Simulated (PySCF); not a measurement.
Identify the unknown among the candidates.

All candidates are C5H7NSSi.

* Polarisability: 115.4 au [PBE0/def2-SVPD]
* 13C NMR: chemical shifts (computed TMS as zero) by class: 283.6 (1 C), 123.3 (1 C), 73.9 (1 C), 16.8 (1 C), 13.6 (1 C) ppm [GIAO PBE0/pcSseg-1]
* UV, strongest line: among the 8 lowest singlet transitions: S8 at 6.25 eV (198 nm, f = 0.171) [TDDFT PBE0/def2-SVPD]
* UV, first state: lowest singlet excitation: 2.22 eV (558 nm, f = 0.000) [TDDFT PBE0/def2-SVPD]
* NMR, other nuclei: isotropic shieldings of nuclei other than C and H, by class: -98 (1 N), 429 (1 Si), 81 (1 S) ppm [GIAO PBE0/pcSseg-1]
* 1H NMR: chemical shifts (computed TMS as zero) by class: 4.36 (2 H), 1.88 (3 H), 1.79 (2 H) ppm [GIAO PBE0/pcSseg-1]
* Dipole: 3.41 D [PBE0/def2-SVPD]
* Triplet: lowest triplet excitation (Tamm–Dancoff): 1.84 eV [TDA PBE0/def2-SVPD]
* Rotational structure: rotational constants A, B, C: 2.878, 0.579, 0.517 GHz [GFN2-xTB]

Gas-phase values; electronic properties from PySCF, density fitting. Levels stand in brackets. Geometry: GFN2-xTB, one conformer, isolated molecule. Each NMR value is the plain mean over a class of atoms that symmetry, rotation or inversion makes alike.

Question: Which candidate is it?
A. `N#CC[C@H]1[SiH2]C=CS1`
B. `CSC1=CC[Si@H]1C#N`
C. `[SiH3]Sc1ccccn1`
D. `CC(=C=S)C[SiH2]C#N`
E. `C=C[SiH2]c1ccsn1`

Answer: D. It is `CC(=C=S)C[SiH2]C#N`. Numbering: `[CH3:1][C:2](=[C:3]=[S:4])[CH2:5][SiH2:6][C:7]#[N:8]`. Its formula, C5H7NSSi, gives 4 degrees of unsaturation: 0 rings and 4 π bonds in the structure found. 5 carbons fall into 5 classes; from least to most shielded: central carbon of cumulated double bonds [C3] (283.6 ppm), cyano carbon [C7] (123.3 ppm), outer carbon of cumulated double bonds [C2] (73.9 ppm), methyl carbon [C1] (16.8 ppm), sp3 carbon bound to silicon [C5] (13.6 ppm). Hydrogen classes from least to most shielded: 2 H on an SiH2 silicon, Si6 (4.36 ppm), 3 H on a methyl carbon, C1 (1.88 ppm), 2 H on an sp3 carbon bound to silicon, C5 (1.79 ppm, a mean of values up to 1.1 ppm apart in this geometry). The other shieldings belong to: -98 ppm, cyano nitrogen [N8]; 429 ppm, SiH2 silicon [Si6]; 81 ppm, sulfur bonded to C [S4]. S1 is mainly HOMO→LUMO (weight 0.99); the largest Löwdin shares of the orbital it empties are 0.41 on the sulfur bonded to C, 0.23 on the outer carbon of cumulated double bonds, 0.19 on the central carbon of cumulated double bonds and 0.05 on the sp3 carbon bound to silicon, of the orbital it fills 0.41 on the sulfur bonded to C, 0.40 on the central carbon of cumulated double bonds, 0.07 on the outer carbon of cumulated double bonds and 0.04 on the methyl carbon. The optimised geometry has point group C1 and is an asymmetric top.

The others, at the same levels:
- `CSC1=CC[Si@H]1C#N` fails: its computed 13C shifts are 155.2 (1 C), 147.9 (1 C), 124.3 (1 C), 23.0 (1 C), 22.6 (1 C) ppm, 1H shifts are 6.73 (1 H), 5.30 (1 H), 2.31 (3 H), 2.21 (1 H), 2.11 (1 H) ppm and lowest singlet excitation is 4.12 eV (301 nm, f = 0.001) (against 2.22 eV).
- `C=C[SiH2]c1ccsn1` fails: its computed 13C shifts are 171.7 (1 C), 157.1 (1 C), 146.7 (1 C), 136.4 (1 C), 134.6 (1 C) ppm, 1H shifts are 8.62 (1 H), 7.70 (1 H), 6.55 (1 H), 6.45 (1 H), 6.10 (1 H), 5.10 (2 H) ppm and lowest singlet excitation is 5.15 eV (241 nm, f = 0.006) (against 2.22 eV).
- `N#CC[C@H]1[SiH2]C=CS1` fails: its computed 13C shifts are 159.0 (1 C), 123.5 (1 C), 113.8 (1 C), 29.9 (1 C), 22.8 (1 C) ppm, 1H shifts are 7.04 (1 H), 5.53 (1 H), 5.11 (1 H), 5.10 (1 H), 2.98 (1 H), 2.66 (1 H), 2.29 (1 H) ppm and lowest singlet excitation is 4.87 eV (254 nm, f = 0.003) (against 2.22 eV).
- `[SiH3]Sc1ccccn1` fails: its computed 13C shifts are 170.8 (1 C), 148.9 (1 C), 143.6 (1 C), 128.0 (1 C), 121.5 (1 C) ppm, 1H shifts are 8.18 (1 H), 7.79 (1 H), 7.64 (1 H), 7.01 (1 H), 4.79 (3 H) ppm and lowest singlet excitation is 4.32 eV (287 nm, f = 0.036) (against 2.22 eV).

Each candidate is one conformer, not necessarily the lowest. Dipoles, sizes and rotational constants follow the conformer. The torsions of the flexible species, by atom-mapped SMILES:
- `[CH3:1][C:2](=[C:3]=[S:4])[CH2:5][SiH2:6][C:7]#[N:8]`: C1–C2–C5–Si6 -85°, C2–C5–Si6–C7 175°
- `[CH3:1][S:2][C:3]1=[CH:4][CH2:5][Si@H:6]1[C:7]#[N:8]`: C1–S2–C3–C4 -175°
- `[CH2:1]=[CH:2][SiH2:3][c:4]1[cH:5][cH:6][s:7][n:8]1`: C1–C2–Si3–C4 -17°, C2–Si3–C4–C5 -107°
- `[N:1]#[C:2][CH2:3][C@H:4]1[SiH2:5][CH:6]=[CH:7][S:8]1`: C2–C3–C4–Si5 64°
- `[SiH3:1][S:2][c:3]1[cH:4][cH:5][cH:6][cH:7][n:8]1`: Si1–S2–C3–C4 180°
